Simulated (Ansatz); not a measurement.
A structure relaxed at PBE0-D4/def2-TZVP, charge 0, multiplicity 1:

```json
{"atom": "C1", "x (Å)": "0.106", "y (Å)": "-1.488", "z (Å)": "-0.693"}
{"atom": "C2", "x (Å)": "0.020", "y (Å)": "-0.278", "z (Å)": "-0.130"}
{"atom": "Si3", "x (Å)": "-1.559", "y (Å)": "0.701", "z (Å)": "-0.299"}
{"atom": "Si4", "x (Å)": "1.480", "y (Å)": "0.401", "z (Å)": "0.812"}
{"atom": "H5", "x (Å)": "1.004", "y (Å)": "-2.100", "z (Å)": "-0.623"}
{"atom": "H6", "x (Å)": "-0.717", "y (Å)": "-1.929", "z (Å)": "-1.253"}
{"atom": "H7", "x (Å)": "-1.296", "y (Å)": "2.000", "z (Å)": "-0.977"}
{"atom": "H8", "x (Å)": "-2.131", "y (Å)": "1.002", "z (Å)": "1.041"}
{"atom": "H9", "x (Å)": "-2.543", "y (Å)": "-0.082", "z (Å)": "-1.094"}
{"atom": "H10", "x (Å)": "2.587", "y (Å)": "-0.593", "z (Å)": "0.790"}
{"atom": "H11", "x (Å)": "1.101", "y (Å)": "0.690", "z (Å)": "2.222"}
{"atom": "H12", "x (Å)": "1.946", "y (Å)": "1.675", "z (Å)": "0.202"}
```

**Question.** Give its formula and SMILES.

**Answer.** C2H8Si2, `C=C([SiH3])[SiH3]`.

**Question.** Point group (tolerance 0.08 Å, 0.16 Å for H)?

**Answer.** C2v.

**Question.** Summarise the bond lengths by kind.

**Answer.** 1 × C–C 1.337 Å; 2 × C–H 1.089 Å; 2 × C–Si 1.866 Å; 6 × H–Si 1.488 Å.

All numbers were calculated with Ansatz.
